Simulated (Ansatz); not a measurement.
Ansatz (an electronic-structure program) input for B(Cl)(Me)(Et) (C₃H₈BCl), SMILES B(Cl)(CC)C, PBE-D3(BJ)/def2-SVP. 

Ansatz 0.2 input:
```yaml
crystal:
  periodic: [false, false, false]
  atoms:
    - {symbol: B, position_ang: [0.14743399, 0.51669177, 0.21927448]}
    - {symbol: Cl, position_ang: [0.47341908, -1.08309162, 0.93676550]}
    - {symbol: C, position_ang: [0.69405207, 1.77147112, 0.97788160]}
    - {symbol: H, position_ang: [1.79891007, 1.74781727, 0.96438763]}
    - {symbol: H, position_ang: [0.41543929, 1.74972461, 2.04455184]}
    - {symbol: H, position_ang: [0.36936564, 2.72770695, 0.54004528]}
    - {symbol: C, position_ang: [-0.65050553, 0.60433345, -1.12558603]}
    - {symbol: C, position_ang: [-1.08068932, -0.67959391, -1.82728158]}
    - {symbol: H, position_ang: [-0.04697078, 1.24723579, -1.79946298]}
    - {symbol: H, position_ang: [-1.52772508, 1.24780430, -0.90126536]}
    - {symbol: H, position_ang: [-1.72177003, -1.29355362, -1.17566231]}
    - {symbol: H, position_ang: [-0.21005485, -1.30062258, -2.09043605]}
    - {symbol: H, position_ang: [-1.63963167, -0.47427820, -2.75362779]}
basis:
  gaussian:
    orbitals: def2-SVP
hamiltonian:
  xc: pbe
  dispersion: d3bj
relax: {f_tol: 0.002, max_steps: 200}
```

Program output:

```
WARN ansatz: RAYON_NUM_THREADS=1 ignored (pool sized by the plan → 1); use --threads N
Functional definition: PBE
integrals: 0.06 GiB planned
1287 factors; their error is unknown
mean field: 0.33 GiB planned
mean field evaluation 1: about -16409.7687 eV, gradient 7.6e1 eV
mean field evaluation 2: about -16389.0549 eV, gradient 1.1e2 eV
mean field evaluation 4: about -16424.3003 eV, gradient 7.6e0 eV
mean field evaluation 8: about -16424.4522 eV, gradient 1.1e-1 eV
mean field evaluation 16: about -16424.3997 eV, gradient 2.3e-4 eV
mean field -16424.39965472 eV, -603.5855544530 hartree, gradient 4.6e-5 eV, S^2 0.000000; 0 other end points of the search recorded, 0 dependent functions left out
the calculation of the forces begins
reference -16424.39968958 eV, -603.5855557342 hartree; 24, 24 occupied and 90, 90 virtual orbitals, 1287 factors
relax step   1: F+E_penalty+E_count = -16424.67267572 eV  Δ(F+E_penalty+E_count) = +0.000e0 eV  max|allowed force component| = 2.420e-1 eV/Å  Δτ_max = 0.0000 Å  (27 SCF iters, accepted)
these checks for a lower state are left out or cut short: starts, cluster_reference, orbital_swaps, neighbouring_geometries, increment
integrals: 0.06 GiB planned
1287 factors; their error is unknown
mean field: 0.33 GiB planned
mean field -16424.40816308 eV, -603.5858671297 hartree, gradient 9.8e-6 eV, S^2 0.000000; 0 other end points of the search recorded, 0 dependent functions left out
the calculation of the forces begins
reference -16424.40819800 eV, -603.5858684129 hartree; 24, 24 occupied and 90, 90 virtual orbitals, 1287 factors
relax step   2: F+E_penalty+E_count = -16424.68033859 eV  Δ(F+E_penalty+E_count) = -7.663e-3 eV  max|allowed force component| = 6.860e-2 eV/Å  Δτ_max = 0.0115 Å  (30 SCF iters, accepted)
these checks for a lower state are left out or cut short: starts, cluster_reference, orbital_swaps, neighbouring_geometries, increment
integrals: 0.06 GiB planned
1287 factors; their error is unknown
mean field: 0.33 GiB planned
mean field -16424.40911247 eV, -603.5859020190 hartree, gradient 2.5e-5 eV, S^2 0.000000; 0 other end points of the search recorded, 0 dependent functions left out
the calculation of the forces begins
reference -16424.40914740 eV, -603.5859033024 hartree; 24, 24 occupied and 90, 90 virtual orbitals, 1287 factors
relax step   3: F+E_penalty+E_count = -16424.68100905 eV  Δ(F+E_penalty+E_count) = -6.705e-4 eV  max|allowed force component| = 2.540e-2 eV/Å  Δτ_max = 0.0046 Å  (22 SCF iters, accepted)
these checks for a lower state are left out or cut short: starts, cluster_reference, orbital_swaps, neighbouring_geometries, increment
integrals: 0.06 GiB planned
1287 factors; their error is unknown
mean field: 0.33 GiB planned
mean field evaluation 32: about -16424.4627 eV, gradient 4.1e-1 eV
mean field -16424.40915944 eV, -603.5859037452 hartree, gradient 9.9e-6 eV, S^2 0.000000; 0 other end points of the search recorded, 0 dependent functions left out
the calculation of the forces begins
reference -16424.40919436 eV, -603.5859050285 hartree; 24, 24 occupied and 90, 90 virtual orbitals, 1287 factors
relax step   4: F+E_penalty+E_count = -16424.68104909 eV  Δ(F+E_penalty+E_count) = -4.004e-5 eV  max|allowed force component| = 8.270e-3 eV/Å  Δτ_max = 0.0078 Å  (29 SCF iters, accepted)
these checks for a lower state are left out or cut short: starts, cluster_reference, orbital_swaps, neighbouring_geometries, increment
integrals: 0.06 GiB planned
1287 factors; their error is unknown
mean field: 0.33 GiB planned
mean field -16424.40917631 eV, -603.5859043650 hartree, gradient 1.6e-5 eV, S^2 0.000000; 0 other end points of the search recorded, 0 dependent functions left out
the calculation of the forces begins
reference -16424.40921123 eV, -603.5859056483 hartree; 24, 24 occupied and 90, 90 virtual orbitals, 1287 factors
relax step   5: F+E_penalty+E_count = -16424.68105833 eV  Δ(F+E_penalty+E_count) = -9.235e-6 eV  max|allowed force component| = 3.674e-3 eV/Å  Δτ_max = 0.0009 Å  (20 SCF iters, accepted)
these checks for a lower state are left out or cut short: starts, cluster_reference, orbital_swaps, neighbouring_geometries, increment
integrals: 0.06 GiB planned
1287 factors; their error is unknown
mean field: 0.33 GiB planned
mean field -16424.40918652 eV, -603.5859047400 hartree, gradient 8.5e-6 eV, S^2 0.000000; 0 other end points of the search recorded, 0 dependent functions left out
the calculation of the forces begins
reference -16424.40922143 eV, -603.5859060230 hartree; 24, 24 occupied and 90, 90 virtual orbitals, 1287 factors
relax step   6: F+E_penalty+E_count = -16424.68107322 eV  Δ(F+E_penalty+E_count) = -1.489e-5 eV  max|allowed force component| = 1.272e-3 eV/Å  Δτ_max = 0.0081 Å  (22 SCF iters, accepted)
these checks for a lower state are left out or cut short: starts, cluster_reference, orbital_swaps, neighbouring_geometries, increment
integrals: 0.06 GiB planned
1287 factors; their error is unknown
mean field: 0.33 GiB planned
mean field -16424.40924952 eV, -603.5859070554 hartree, gradient 9.9e-6 eV, S^2 0.000000; 0 other end points of the search recorded, 0 dependent functions left out
the calculation of the forces begins
reference -16424.40928438 eV, -603.5859083366 hartree; 24, 24 occupied and 90, 90 virtual orbitals, 1287 factors
relax step   7: F+E_penalty+E_count = -16424.68112512 eV  Δ(F+E_penalty+E_count) = -5.190e-5 eV  max|allowed force component| = 1.099e-2 eV/Å  Δτ_max = 0.0447 Å  (28 SCF iters, accepted)
these checks for a lower state are left out or cut short: starts, cluster_reference, orbital_swaps, neighbouring_geometries, increment
integrals: 0.06 GiB planned
1287 factors; their error is unknown
mean field: 0.33 GiB planned
mean field evaluation 64: about -16424.4093 eV, gradient 9.9e-6 eV
mean field -16424.40929642 eV, -603.5859087791 hartree, gradient 9.9e-6 eV, S^2 0.000000; 0 other end points of the search recorded, 0 dependent functions left out
the calculation of the forces begins
reference -16424.40933123 eV, -603.5859100581 hartree; 24, 24 occupied and 90, 90 virtual orbitals, 1287 factors
relax step   8: F+E_penalty+E_count = -16424.68114031 eV  Δ(F+E_penalty+E_count) = -1.519e-5 eV  max|allowed force component| = 3.300e-2 eV/Å  Δτ_max = 0.0468 Å  (28 SCF iters, accepted)
these checks for a lower state are left out or cut short: starts, cluster_reference, orbital_swaps, neighbouring_geometries, increment
integrals: 0.06 GiB planned
1287 factors; their error is unknown
mean field: 0.33 GiB planned
mean field -16424.40931946 eV, -603.5859096255 hartree, gradient 9.9e-6 eV, S^2 0.000000; 0 other end points of the search recorded, 0 dependent functions left out
the calculation of the forces begins
reference -16424.40935427 eV, -603.5859109050 hartree; 24, 24 occupied and 90, 90 virtual orbitals, 1287 factors
relax step   9: F+E_penalty+E_count = -16424.68117961 eV  Δ(F+E_penalty+E_count) = -3.930e-5 eV  max|allowed force component| = 1.927e-2 eV/Å  Δτ_max = 0.0113 Å  (29 SCF iters, accepted)
these checks for a lower state are left out or cut short: starts, cluster_reference, orbital_swaps, neighbouring_geometries, increment
integrals: 0.06 GiB planned
1287 factors; their error is unknown
mean field: 0.33 GiB planned
mean field -16424.40933013 eV, -603.5859100178 hartree, gradient 9.9e-6 eV, S^2 0.000000; 0 other end points of the search recorded, 0 dependent functions left out
the calculation of the forces begins
reference -16424.40936493 eV, -603.5859112965 hartree; 24, 24 occupied and 90, 90 virtual orbitals, 1287 factors
relax step  10: F+E_penalty+E_count = -16424.68119876 eV  Δ(F+E_penalty+E_count) = -1.915e-5 eV  max|allowed force component| = 1.589e-2 eV/Å  Δτ_max = 0.0172 Å  (29 SCF iters, accepted)
these checks for a lower state are left out or cut short: starts, cluster_reference, orbital_swaps, neighbouring_geometries, increment
integrals: 0.06 GiB planned
1287 factors; their error is unknown
mean field: 0.33 GiB planned
mean field -16424.40933035 eV, -603.5859100259 hartree, gradient 9.9e-6 eV, S^2 0.000000; 0 other end points of the search recorded, 0 dependent functions left out
the calculation of the forces begins
reference -16424.40936509 eV, -603.5859113027 hartree; 24, 24 occupied and 90, 90 virtual orbitals, 1287 factors
relax step  11: F+E_penalty+E_count = -16424.68121534 eV  Δ(F+E_penalty+E_count) = -1.659e-5 eV  max|allowed force component| = 2.078e-2 eV/Å  Δτ_max = 0.0371 Å  (28 SCF iters, accepted)
these checks for a lower state are left out or cut short: starts, cluster_reference, orbital_swaps, neighbouring_geometries, increment
integrals: 0.06 GiB planned
1287 factors; their error is unknown
mean field: 0.33 GiB planned
mean field -16424.40937268 eV, -603.5859115813 hartree, gradient 9.9e-6 eV, S^2 0.000000; 0 other end points of the search recorded, 0 dependent functions left out
the calculation of the forces begins
reference -16424.40940743 eV, -603.5859128584 hartree; 24, 24 occupied and 90, 90 virtual orbitals, 1287 factors
relax step  12: F+E_penalty+E_count = -16424.68124841 eV  Δ(F+E_penalty+E_count) = -3.307e-5 eV  max|allowed force component| = 1.143e-2 eV/Å  Δτ_max = 0.0089 Å  (29 SCF iters, accepted)
these checks for a lower state are left out or cut short: starts, cluster_reference, orbital_swaps, neighbouring_geometries, increment
integrals: 0.06 GiB planned
1287 factors; their error is unknown
mean field: 0.33 GiB planned
mean field evaluation 96: about -16424.4094 eV, gradient 7.2e-4 eV
mean field -16424.40937252 eV, -603.5859115754 hartree, gradient 2.3e-5 eV, S^2 0.000000; 0 other end points of the search recorded, 0 dependent functions left out
the calculation of the forces begins
reference -16424.40940726 eV, -603.5859128522 hartree; 24, 24 occupied and 90, 90 virtual orbitals, 1287 factors
relax step  13: F+E_penalty+E_count = -16424.68125493 eV  Δ(F+E_penalty+E_count) = -6.522e-6 eV  max|allowed force component| = 8.938e-3 eV/Å  Δτ_max = 0.0050 Å  (21 SCF iters, accepted)
these checks for a lower state are left out or cut short: starts, cluster_reference, orbital_swaps, neighbouring_geometries, increment
integrals: 0.06 GiB planned
1287 factors; their error is unknown
mean field: 0.33 GiB planned
mean field -16424.40935811 eV, -603.5859110461 hartree, gradient 9.9e-6 eV, S^2 0.000000; 0 other end points of the search recorded, 0 dependent functions left out
the calculation of the forces begins
reference -16424.40939284 eV, -603.5859123224 hartree; 24, 24 occupied and 90, 90 virtual orbitals, 1287 factors
relax step  14: F+E_penalty+E_count = -16424.68126461 eV  Δ(F+E_penalty+E_count) = -9.680e-6 eV  max|allowed force component| = 3.556e-3 eV/Å  Δτ_max = 0.0122 Å  (29 SCF iters, accepted)
these checks for a lower state are left out or cut short: starts, cluster_reference, orbital_swaps, neighbouring_geometries, increment
integrals: 0.06 GiB planned
1287 factors; their error is unknown
mean field: 0.33 GiB planned
mean field -16424.40935285 eV, -603.5859108528 hartree, gradient 1.5e-5 eV, S^2 0.000000; 0 other end points of the search recorded, 0 dependent functions left out
the calculation of the forces begins
reference -16424.40938758 eV, -603.5859121290 hartree; 24, 24 occupied and 90, 90 virtual orbitals, 1287 factors
relax step  15: F+E_penalty+E_count = -16424.68126572 eV  Δ(F+E_penalty+E_count) = -1.111e-6 eV  max|allowed force component| = 1.871e-3 eV/Å  Δτ_max = 0.0038 Å  (22 SCF iters, accepted)
integrals: 0.06 GiB planned
1287 factors; their error is unknown
mean field: 0.33 GiB planned
mean field evaluation 128: about -16424.4094 eV, gradient 8.1e-4 eV
mean field -16424.40935285 eV, -603.5859108528 hartree, gradient 1.5e-5 eV, S^2 0.000000; 1 other end points of the search recorded, 0 dependent functions left out
the calculation of the forces begins
reference -16424.40938758 eV, -603.5859121290 hartree; 24, 24 occupied and 90, 90 virtual orbitals, 1287 factors
Total energy: -16424.68130045 eV, -603.5959047426 hartree
Atom 0 at     0.107211     0.516155     0.250634 Å, force     0.000354    -0.001108     0.001640 eV/Å
Atom 1 at     0.331040    -1.076236     1.024260 Å, force    -0.000117     0.000486    -0.000336 eV/Å
Atom 2 at     0.703765     1.771945     0.980867 Å, force     0.000991     0.000248     0.000447 eV/Å
Atom 3 at     1.808729     1.757924     0.839599 Å, force    -0.000799     0.000351     0.000309 eV/Å
Atom 4 at     0.543429     1.743804     2.077696 Å, force     0.000186    -0.000047    -0.000825 eV/Å
Atom 5 at     0.333695     2.734995     0.576287 Å, force     0.000039    -0.000007    -0.000017 eV/Å
Atom 6 at    -0.657708     0.602722    -1.120047 Å, force    -0.001160    -0.001697    -0.001871 eV/Å
Atom 7 at    -1.057099    -0.682694    -1.846089 Å, force     0.000307     0.001749     0.000838 eV/Å
Atom 8 at    -0.057970     1.273865    -1.779888 Å, force     0.000421     0.000357    -0.000029 eV/Å
Atom 9 at    -1.557763     1.227720    -0.894299 Å, force    -0.000214     0.000277     0.000047 eV/Å
Atom 10 at    -1.689320    -1.327469    -1.203103 Å, force    -0.000168    -0.000378     0.000250 eV/Å
Atom 11 at    -0.166069    -1.284250    -2.117953 Å, force     0.000422    -0.000268    -0.000123 eV/Å
Atom 12 at    -1.620667    -0.476836    -2.778380 Å, force    -0.000262     0.000037    -0.000329 eV/Å
Dipole moment:    -0.013467     0.262107    -0.107585 e Å
```

The run converged.

Cost: around 30 core-seconds (rough).
